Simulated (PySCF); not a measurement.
From orbital energies to excitation energies

SbH2(SiMe3), C₃H₁₁SbSi.
Z-matrix (Å and degrees, PBE0-D3(BJ)/def2-SVP geometry), rows numbered from 1:
```
Sb
H   1  1.7187
H   1  1.7172  2   91.28
Si  1  2.5936  2   90.99  3    90.97
C   4  1.8844  1  108.05  2    73.97
C   4  1.8850  1  107.79  2  -167.33
C   4  1.8826  1  111.32  2   -46.83
H   5  1.1026  4  110.08  1   178.35
H   5  1.1009  4  111.41  1    58.74
H   5  1.1008  4  111.37  1   -62.12
H   6  1.1010  4  111.45  1   -58.75
H   6  1.1009  4  111.25  1    61.93
H   6  1.1029  4  110.22  1  -178.55
H   7  1.1007  4  111.07  1   -60.96
H   7  1.1003  4  111.27  1    59.37
H   7  1.1031  4  110.18  1   179.23
```

Computed, not measured: PySCF, TDDFT B3LYP/def2-SVPD, vertical, gas phase, core orbitals frozen in the response, def2 core potentials past Kr. Spin–orbit coupling is left out.

Orbital energies (eV): HOMO-3 -8.59, HOMO-2 -8.47, HOMO-1 -7.74, HOMO -6.45, LUMO -0.34, LUMO+1 -0.27, LUMO+2 0.19.

Computed singlets:

| state | E (eV) | f |
| --- | --- | --- |
| S1 | 5.23 | 0.0064 |
| S2 | 5.37 | 0.019 |
| S3 | 6.14 | 0.478 |
| S4 | 6.44 | 0.0046 |
| S5 | 6.62 | 0.045 |
| S6 | 6.66 | 0.0034 |
| S7 | 6.84 | 0.083 |
| S8 | 6.94 | 0.071 |
| S9 | 7.18 | 0.261 |
| S10 | 7.29 | 0.036 |

Assign a leading configuration to S1, S2, S5 and S10 and set E beside the orbital difference Δε.

```
state  leading configuration  weight  Δε (eV)  E (eV)  E − Δε (eV)       f  other configurations
   S1            HOMO→LUMO+1    0.98     6.18    5.23        -0.95  0.0064                     –
   S2              HOMO→LUMO    0.91     6.11    5.37        -0.74   0.019                     –
   S5            HOMO-1→LUMO    0.80     7.40    6.62        -0.78   0.045                     –
  S10            HOMO-2→LUMO    0.84     8.13    7.29        -0.84   0.036                     –
```

E − Δε runs from -0.95 to -0.74 eV. By orbital difference alone the order would be S2, S1, S5, S10.

H and L stand for HOMO and LUMO. The other states: S3 6.14 eV, f 0.478, H→L+2 (79%); S4 6.44 eV, f 0.0046, H→L+3 (89%); S6 6.66 eV, f 0.0034, H-1→L+1 (52%), H→L+5 (40%); S7 6.84 eV, f 0.083, H→L+4 (86%); S8 6.94 eV, f 0.071, H→L+5 (55%), H-1→L+1 (29%); S9 7.18 eV, f 0.261, H-1→L+2 (88%).

Which computed triplets share their leading configuration (75% or more) with a singlet, and how far apart are the partners?

```
configuration  triplet  E(T) (eV)  singlet  E(S) (eV)  E(S) − E(T) (eV)
    HOMO→LUMO       T1       4.62       S2       5.37             +0.76
  HOMO→LUMO+1       T2       4.66       S1       5.23             +0.57
```

The 4 triplets are Tamm–Dancoff values, the singlets full response.

Summed over the main configurations (up to three a state, each over 8%) of all 10 singlets, the electron leaves HOMO with weight 5.38, HOMO-1 with weight 2.49 and HOMO-2 with weight 0.84.

All these states lie below the vertical ionisation energy of 8.49 eV (ΔSCF).
